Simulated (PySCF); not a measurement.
C2H7NOSi2, SMILES O[SiH2]C1=NC[SiH2]1. Heavy atoms are numbered as in [OH:1][SiH2:2][C:3]1=[N:4][CH2:5][SiH2:6]1. Hydrogens are named by the atom that carries them.

Geometry optimised at B3LYP-D3(BJ)/def2-SVP. The structure was generated by enumeration, and PubChem lists no compound with its InChIKey, so it may never have been made. Other conformers were not sampled.

Method: PySCF with KT2/pcSseg-1.

GIAO shieldings, no solvent; atoms alike by connectivity are averaged. δ = σ(ref) − σ: ¹⁷O against H2O (σ = 330.4 ppm); ²⁹Si against TMS (σ = 361.9 ppm); ¹³C against TMS (σ = 185.1 ppm); ¹⁵N against NH3 (σ = 266.2 ppm); ¹H against TMS (σ = 31.47 ppm), references at their B3LYP-D3(BJ)/def2-TZVP geometries, non-relativistic.

```csv
nucleus,atoms,count,δ (ppm)
¹⁷O,O1 (OH),1,-4.5
²⁹Si,Si6 (SiH2),1,-3.1
²⁹Si,Si2 (SiH2),1,-34.8
¹³C,C3,1,208.2
¹³C,C5 (CH2),1,53.6
¹⁵N,N4,1,516.1
¹H,H on Si6,2,6.57
¹H,H on Si2,2,5.37
¹H,H on C5,2,4.36
¹H,H on O1,1,2.76
```
